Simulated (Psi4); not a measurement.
Pair of molecules: H2S (SMILES S) (first 3 atoms) with CH3Cl (SMILES CCl); geometry from B3LYP-D3(BJ)/def2-TZVP, rigid monomers moved along the line of their centres of mass till H3···Cl5 is 4.88 Å.
(charge 0, multiplicity 1):
```xyz
8

S     -0.3163     0.1178    -0.4573
H     -0.2298     1.4346    -0.2098
H      0.5931    -0.1789     0.4881
C     -0.4290    -1.1584     5.3867
Cl     1.3612    -1.0905     5.2254
H     -0.8603    -0.9234     4.4180
H     -0.7008    -2.1618     5.6994
H     -0.7272    -0.4290     6.1333
```

These are Psi4 with SAPT0/jun-cc-pV(D+d)Z values and carry that method's errors.

Task: Give the four SAPT terms and the total, and say what mostly holds the pair together.

Result: electrostatics -13.4, exchange 0.2, induction -0.4, dispersion -3.4, total -17.1 meV; the largest attraction is electrostatics.
